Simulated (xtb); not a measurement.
xtb input (GFN1-xTB):

```bash
xtb mol.xyz --gfn 1 --sp --chrg 0 --uhf 0
```
mol.xyz:
```
9

Br     1.50342876    -0.28047451    -0.00227293
C     -0.30757946     0.16413475    -0.00954106
C     -0.94591454     1.35608605    -0.10913609
C     -2.34362437     1.04599892    -0.05351804
C     -2.43719041    -0.29887836     0.07431534
O     -1.18851104    -0.85805086     0.10300456
H     -0.48443416     2.32232581    -0.20846922
H     -3.16335090     1.74233683    -0.10321300
H     -3.25828065    -0.98769587     0.15447739
```

End of the output:

```
         :::::::::::::::::::::::::::::::::::::::::::::::::::::
         ::                     SUMMARY                     ::
         :::::::::::::::::::::::::::::::::::::::::::::::::::::
         :: total energy             -18.628009974420 Eh    ::
         :: gradient norm              0.027278153100 Eh/a0 ::
         :: HOMO-LUMO gap              4.299438462170 eV    ::
         ::.................................................::
         :: SCC energy               -18.822574664405 Eh    ::
         :: -> electrostatic           0.026828680478 Eh    ::
         :: repulsion energy           0.198050445900 Eh    ::
         :: dispersion energy         -0.003485755904 Eh    ::
         :: halogen bond corr.        -0.000000000011 Eh    ::
         :: add. restraining           0.000000000000 Eh    ::
         :: total charge              -0.000000000000 e     ::
         :::::::::::::::::::::::::::::::::::::::::::::::::::::

           -------------------------------------------------
          |                Property Printout                |
           -------------------------------------------------

    * Orbital Energies and Occupations

         #    Occupation            Energy/Eh            Energy/eV
      -------------------------------------------------------------
         1        2.0000           -0.8329584             -22.6660
       ...           ...                  ...                  ...
         4        2.0000           -0.6908892             -18.8001
         5        2.0000           -0.6323245             -17.2064
         6        2.0000           -0.6166410             -16.7797
         7        2.0000           -0.6163484             -16.7717
         8        2.0000           -0.5959231             -16.2159
         9        2.0000           -0.5424973             -14.7621
        10        2.0000           -0.5276389             -14.3578
        11        2.0000           -0.5149402             -14.0122
        12        2.0000           -0.5042220             -13.7206
        13        2.0000           -0.4760157             -12.9530
        14        2.0000           -0.4612609             -12.5515
        15        2.0000           -0.4502876             -12.2529
        16        2.0000           -0.4127336             -11.2311 (HOMO)
        17                         -0.2547321              -6.9316 (LUMO)
Note: The following floating-point exceptions are signalling: IEEE_DENORMAL
normal termination of xtb
        18                         -0.2404641              -6.5434
        19                         -0.2068988              -5.6300
        20                         -0.1119992              -3.0477
        21                         -0.1094341              -2.9779
        22                         -0.1071517              -2.9157
        23                         -0.1019667              -2.7747
        24                         -0.0994794              -2.7070
        25                         -0.0858552              -2.3362
        26                         -0.0418827              -1.1397
        27                          0.1111024               3.0233
       ...                                ...                  ...
        35                          0.7149067              19.4536
      -------------------------------------------------------------
                  HL-Gap            0.1580015 Eh            4.2994 eV
             Fermi-level           -0.3337329 Eh           -9.0813 eV

  Mulliken/CM5 charges         n(s)   n(p)   n(d)
     1Br   -0.05701 -0.03630   1.942  5.099  0.016
     2C     0.27809  0.28465   1.038  2.684  0.000
     3C    -0.10270 -0.15331   1.054  3.049  0.000
     4C    -0.07718 -0.12913   1.053  3.024  0.000
     5C     0.18188  0.15337   1.009  2.809  0.000
     6O    -0.35132 -0.42378   1.696  4.656  0.000
     7H     0.04391  0.10055   0.956  0.000  0.000
     8H     0.04035  0.09647   0.960  0.000  0.000
     9H     0.04399  0.10747   0.956  0.000  0.000

Wiberg/Mayer (AO) data.
largest (>0.10) Wiberg bond orders for each atom

 ---------------------------------------------------------------------------
     #   Z sym  total        # sym  WBO       # sym  WBO       # sym  WBO
 ---------------------------------------------------------------------------
     1  35 Br   1.168 --     2 C    1.023
     2   6 C    3.867 --     3 C    1.592     6 O    1.085     1 Br   1.023
                             5 C    0.135
     3   6 C    3.980 --     2 C    1.592     4 C    1.261     7 H    0.979
     4   6 C    3.987 --     5 C    1.648     3 C    1.261     8 H    0.977
     5   6 C    3.875 --     4 C    1.648     6 O    1.055     9 H    0.971
                             2 C    0.135
     6   8 O    2.304 --     2 C    1.085     5 C    1.055
     7   1 H    0.999 --     3 C    0.979
     8   1 H    0.999 --     4 C    0.977
     9   1 H    1.005 --     5 C    0.971
 ---------------------------------------------------------------------------

Topologies differ in total number of bonds
Writing topology from bond orders to xtbtopo.mol

 dipole moment from electron density (au)
     X       Y       Z
  -0.6120   0.3905  -0.0250  total (Debye):    1.846

           -------------------------------------------------
          | TOTAL ENERGY              -18.628009974420 Eh   |
          | GRADIENT NORM               0.027278153100 Eh/α |
          | HOMO-LUMO GAP               4.299438462170 eV   |
           -------------------------------------------------

------------------------------------------------------------------------
------------------------------------------------------------------------
 total:
 SCF:
```
